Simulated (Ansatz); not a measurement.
Program: Ansatz 0.2.0.

A structure relaxed at PBE0-D4/def2-TZVP, charge 0, multiplicity 1:

```csv
atom,x (Å),y (Å),z (Å)
F1,-0.061,1.899,1.518
C2,-0.057,1.248,0.302
C3,0.024,-0.242,0.554
C4,0.038,-1.044,-0.718
F5,0.107,-2.355,-0.466
F6,-1.066,-0.837,-1.452
F7,1.088,-0.732,-1.493
H8,-0.975,1.513,-0.228
H9,0.803,1.602,-0.271
H10,-0.833,-0.571,1.145
H11,0.933,-0.481,1.108
```

(1) Give its formula and SMILES.

(2) Point group (tolerance 0.08 Å, 0.16 Å for H)?

(3) Summarise the bond lengths by kind.

## Answers

(1) C3H4F4, `FCCC(F)(F)F`.

(2) Cs.

(3) 4 × C–F 1.337 to 1.380 Å; 2 × C–C 1.504 to 1.513 Å; 4 × C–H 1.092 to 1.093 Å.
